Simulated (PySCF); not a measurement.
CH6AlNO, SMILES C[O][AlH][NH2].

Geometry: r2SCAN-D4/def2-SVP. The values are those of a single conformer.

Computed with r2SCAN-D4/def2-SVP in PySCF 2.14.0.

Frequencies are harmonic and unscaled.

Computed harmonic wavenumbers and intensities:
```json
[
 {"mode": "1", "ν (cm⁻¹)": "41", "IR (km/mol)": "0.3", "Raman (Å⁴/amu)": "0.2", "depolarisation": "0.75", "moving atoms (share of kinetic energy)": "H 96 %"},
 {"mode": "2", "ν (cm⁻¹)": "82", "IR (km/mol)": "2.4", "Raman (Å⁴/amu)": "1.2", "depolarisation": "0.65", "moving atoms (share of kinetic energy)": "C 31 %, H 29 %, N 23 %, O 14 %"},
 {"mode": "3", "ν (cm⁻¹)": "118", "IR (km/mol)": "3.1", "Raman (Å⁴/amu)": "0.8", "depolarisation": "0.75", "moving atoms (share of kinetic energy)": "O 49 %, H 32 %, C 9 %, Al 8 %"},
 {"mode": "4", "ν (cm⁻¹)": "250", "IR (km/mol)": "14.2", "Raman (Å⁴/amu)": "1.0", "depolarisation": "0.73", "moving atoms (share of kinetic energy)": "O 38 %, H 26 %, Al 24 %, N 11 %"},
 {"mode": "5", "ν (cm⁻¹)": "345", "IR (km/mol)": "20.1", "Raman (Å⁴/amu)": "0.1", "depolarisation": "0.75", "moving atoms (share of kinetic energy)": "H 82 %, Al 10 %"},
 {"mode": "6", "ν (cm⁻¹)": "403", "IR (km/mol)": "230.9", "Raman (Å⁴/amu)": "0.3", "depolarisation": "0.75", "moving atoms (share of kinetic energy)": "H 76 %, N 21 %"},
 {"mode": "7", "ν (cm⁻¹)": "508", "IR (km/mol)": "55.5", "Raman (Å⁴/amu)": "1.0", "depolarisation": "0.75", "moving atoms (share of kinetic energy)": "H 88 %, Al 11 %"},
 {"mode": "8", "ν (cm⁻¹)": "574", "IR (km/mol)": "50.6", "Raman (Å⁴/amu)": "2.9", "depolarisation": "0.49", "moving atoms (share of kinetic energy)": "H 76 %, N 16 %"},
 {"mode": "9", "ν (cm⁻¹)": "656", "IR (km/mol)": "15.6", "Raman (Å⁴/amu)": "13.6", "depolarisation": "0.26", "moving atoms (share of kinetic energy)": "H 39 %, C 21 %, Al 19 %, O 16 %"},
 {"mode": "10", "ν (cm⁻¹)": "738", "IR (km/mol)": "144.3", "Raman (Å⁴/amu)": "10.1", "depolarisation": "0.17", "moving atoms (share of kinetic energy)": "H 58 %, N 22 %, Al 16 %"},
 {"mode": "11", "ν (cm⁻¹)": "856", "IR (km/mol)": "165.5", "Raman (Å⁴/amu)": "5.0", "depolarisation": "0.38", "moving atoms (share of kinetic energy)": "Al 46 %, N 34 %, H 13 %"},
 {"mode": "12", "ν (cm⁻¹)": "1180", "IR (km/mol)": "34.6", "Raman (Å⁴/amu)": "3.1", "depolarisation": "0.74", "moving atoms (share of kinetic energy)": "H 69 %, C 22 %, O 9 %"},
 {"mode": "13", "ν (cm⁻¹)": "1188", "IR (km/mol)": "0.1", "Raman (Å⁴/amu)": "1.0", "depolarisation": "0.75", "moving atoms (share of kinetic energy)": "H 76 %, C 19 %"},
 {"mode": "14", "ν (cm⁻¹)": "1253", "IR (km/mol)": "336.8", "Raman (Å⁴/amu)": "4.4", "depolarisation": "0.10", "moving atoms (share of kinetic energy)": "O 55 %, C 33 %, H 8 %"},
 {"mode": "15", "ν (cm⁻¹)": "1472", "IR (km/mol)": "0.9", "Raman (Å⁴/amu)": "21.1", "depolarisation": "0.75", "moving atoms (share of kinetic energy)": "H 97 %"},
 {"mode": "16", "ν (cm⁻¹)": "1478", "IR (km/mol)": "1.3", "Raman (Å⁴/amu)": "25.7", "depolarisation": "0.70", "moving atoms (share of kinetic energy)": "H 95 %"},
 {"mode": "17", "ν (cm⁻¹)": "1484", "IR (km/mol)": "19.7", "Raman (Å⁴/amu)": "12.8", "depolarisation": "0.70", "moving atoms (share of kinetic energy)": "H 89 %, C 9 %"},
 {"mode": "18", "ν (cm⁻¹)": "1528", "IR (km/mol)": "55.3", "Raman (Å⁴/amu)": "4.6", "depolarisation": "0.74", "moving atoms (share of kinetic energy)": "H 90 %, N 10 %"},
 {"mode": "19", "ν (cm⁻¹)": "1988", "IR (km/mol)": "155.4", "Raman (Å⁴/amu)": "102.1", "depolarisation": "0.15", "moving atoms (share of kinetic energy)": "H 96 %"},
 {"mode": "20", "ν (cm⁻¹)": "2964", "IR (km/mol)": "116.4", "Raman (Å⁴/amu)": "157.8", "depolarisation": "0.01", "moving atoms (share of kinetic energy)": "H 97 %"},
 {"mode": "21", "ν (cm⁻¹)": "3042", "IR (km/mol)": "69.9", "Raman (Å⁴/amu)": "109.5", "depolarisation": "0.52", "moving atoms (share of kinetic energy)": "H 91 %, C 9 %"},
 {"mode": "22", "ν (cm⁻¹)": "3061", "IR (km/mol)": "49.2", "Raman (Å⁴/amu)": "134.1", "depolarisation": "0.75", "moving atoms (share of kinetic energy)": "H 90 %, C 10 %"},
 {"mode": "23", "ν (cm⁻¹)": "3584", "IR (km/mol)": "24.4", "Raman (Å⁴/amu)": "149.1", "depolarisation": "0.10", "moving atoms (share of kinetic energy)": "H 95 %"},
 {"mode": "24", "ν (cm⁻¹)": "3675", "IR (km/mol)": "25.6", "Raman (Å⁴/amu)": "87.6", "depolarisation": "0.75", "moving atoms (share of kinetic energy)": "H 92 %, N 8 %"}
]
```
